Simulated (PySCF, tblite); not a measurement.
Compound: C₆H₁₃ClSi.
Z-matrix (Å and degrees, GFN2-xTB geometry), rows numbered from 1:
```
C 
C   1  1.4924
C   2  1.3245  1  126.84
Cl  3  1.7449  2  119.66  1     0.43
C   3  1.4982  2  128.60  1   179.55
C   5  1.5339  3  108.63  2   109.47
C   5  1.5283  3  111.55  2   -10.08
Si  5  1.9296  3  108.57  2  -131.51
H   1  1.0857  2  111.50  3     0.29
H   1  1.0900  2  109.92  3  -120.60
H   1  1.0898  2  109.93  3   121.10
H   2  1.0797  1  114.81  3  -179.90
H   6  1.0880  5  110.28  3   177.02
H   6  1.0874  5  111.13  3    56.83
H   6  1.0904  5  110.35  3   -63.28
H   7  1.0877  5  109.73  3  -177.31
H   7  1.0894  5  111.12  3    63.62
H   7  1.0877  5  111.06  3   -57.66
H   8  1.4596  5  111.09  3   -80.41
H   8  1.4615  5  108.60  3    42.74
H   8  1.4660  5  106.70  3   161.31
```

Method: PBE0/pcSseg-1 in PySCF (dipole) on a GFN2-xTB geometry, gas phase.

Take the most abundant isotopes and a rigid rotor. The values belong to one conformer with, in the numbering `[CH3:1]/[CH:2]=[C:3](\[Cl:4])[C:5]([CH3:6])([CH3:7])[SiH3:8]`, C2–C3–C5–C6 109°.

Q: What are A, B and C (MHz)?

A: Ia = 274.92, Ib = 465.83, Ic = 575.87 u·Å²; 505379 MHz·u·Å²/I gives A = 1838, B = 1085, C = 877.6 MHz.

Q: What kind of rotor is it?

A: An asymmetric top; Ray's κ = -0.568.

Q: Is it planar, by Δ = Ic − Ia − Ib?

A: Not planar: Δ = Ic − Ia − Ib = -164.88 u·Å². For a rigid frame Δ = −2 Σ m c², so Σ m c² = 82.44 u·Å² lies off the ab plane: 22.78 from hydrogen and 59.66 from heavier atoms. The atom farthest from that plane is 2.28 Å away.

Q: Give the other two planar moments, Paa and Pbb, and the rms extents of the mass along the axes.

A: Paa = Σ m a² = (Ib + Ic − Ia)/2 = 383.39 and Pbb = Σ m b² = (Ia + Ic − Ib)/2 = 192.48 u·Å². With the mass M = 148.05 u, the rms extents √(P/M) along a, b and c are 1.61, 1.14, 0.75 Å.

Q: Where do the levels up to J = 2 lie, in K?

A: Above 0(0,0), as E/k:
J = 1: 1(0,1) 0.094, 1(1,1) 0.130, 1(1,0) 0.140
J = 2: 2(0,2) 0.281, 2(1,2) 0.309, 2(1,1) 0.339, 2(2,1) 0.447, 2(2,0) 0.449
Those of J = 1 are B + C, A + C and A + B.

Q: Which types of transition are allowed, and where do some lines up to J = 2 fall?

A: The dipole components are |μa| = 0.21 D, |μb| = 1.74 D, |μc| = 0.04 D. The squared components, which scale the intensities, stand as 0.01 : 1.00 : 0.00 (a : b : c). Some lines, for components of 0.1 D or more:

| type | branch | J(Ka,Kc) | MHz | lower level (cm⁻¹) |
| --- | --- | --- | --- | --- |
| a | Q | 2(1,1) ← 2(1,2) | 622 | 0.215 |
| b | Q | 1(1,0) ← 1(0,1) | 961 | 0.065 |
| b | Q | 2(1,1) ← 2(0,2) | 1205 | 0.195 |
| a | R | 1(0,1) ← 0(0,0) | 1962 | 0.000 |
| b | Q | 2(2,0) ← 2(1,1) | 2297 | 0.235 |
| b | R | 1(1,1) ← 0(0,0) | 2716 | 0.000 |
| b | Q | 2(2,1) ← 2(1,2) | 2882 | 0.215 |
| b | R | 2(0,2) ← 1(1,1) | 3134 | 0.091 |
| a | R | 2(1,2) ← 1(1,1) | 3718 | 0.091 |
| a | R | 2(0,2) ← 1(0,1) | 3888 | 0.065 |
| a | R | 2(1,1) ← 1(1,0) | 4132 | 0.098 |
| b | R | 2(1,2) ← 1(0,1) | 4471 | 0.065 |
| b | R | 2(2,1) ← 1(1,0) | 6392 | 0.098 |
| b | R | 2(2,0) ← 1(1,1) | 6637 | 0.091 |

Its GFN2-xTB frequencies are all real (lowest 38 cm⁻¹). No vibrational averaging or centrifugal distortion is included, and the geometry carries the error of its method. A rigid rotor knows nothing of internal rotation, which can split or shift real lines. Quadrupole hyperfine structure (35Cl) is left out.
